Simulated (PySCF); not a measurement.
Run record: geometry optimisation, `CN[BH][GeH3]`.

Computed with PBE0-D3(BJ)/def2-SVP geometry optimisation, gas phase (PySCF 2.14.0). Start geometry: GFN2-xTB. A driver script takes a list of jobs; this job's settings line and coordinates (Å) are shown.

Input:
```
{"job": {"xc": "PBE0", "basis": "def2-SVP", "d3": "d3bj", "grid": 1, "maxiter": 30, "shake": 0.01, "kind": "geom"}, "charge": 0, "multiplicity": 1}
C     -2.123360    -0.198610    -0.031720
N     -0.725100    -0.137310    -0.280770
B      0.262960     0.190580     0.592260
Ge     2.219770     0.155970    -0.049470
H     -2.672180     0.512040    -0.709990
H     -2.540990    -1.173790    -0.209150
H     -2.331650     0.108710     0.995550
H     -0.481040    -0.382440    -1.237550
H     -0.014360     0.488280     1.717180
H      2.359380    -0.250070    -1.477880
H      2.948790     1.436960     0.022800
H      3.137460    -0.778600     0.659720
```

Task: Give the output.

Result: 
```
step   0  E = -2198.77903170  max force = 0.029102
step   1  E = -2198.78558973  max force = 0.008897
step   2  E = -2198.78617607  max force = 0.001200
step   3  E = -2198.78617989  max force = 0.001235
step   4  E = -2198.78619214  max force = 0.000434
optimisation converged
```

Energies in Eh; «max force» is the largest Cartesian gradient component in Eh/bohr.

Task: How much energy does the optimisation release, in kJ/mol?

Result: E(step 0) − E(last step) = 0.007160 Eh, which is 18.8 kJ/mol.

In short: final energy -2198.78619 Eh after 4 steps; dipole 2.97 D.

Task: Give the final coordinates.

Result: 0.055 Å rms from the input after alignment:
```
atom  x, y, z in Å
C1    -2.3792   -0.1615   -0.3297
N2    -0.9620   -0.1305   -0.6055
B3     0.0592    0.2001    0.2726
Ge4    2.0165    0.1823   -0.3776
H5    -2.9312    0.5599   -0.9553
H6    -2.8068   -1.1613   -0.5128
H7    -2.5502    0.0969    0.7235
H8    -0.7305   -0.3760   -1.5633
H9    -0.2373    0.4926    1.4109
H10    2.1206   -0.2344   -1.8668
H11    2.6936    1.5647   -0.2575
H12    2.8987   -0.8019    0.4207
```

On one thread, Arm Neoverse V1 (aarch64), shared host with 32 logical CPUs at a one-minute load of 14, this took 23 s of wall time and 0.46 GiB of memory at its peak.
Labels such as C1 count atoms from 1, the log's own numbers from 0.
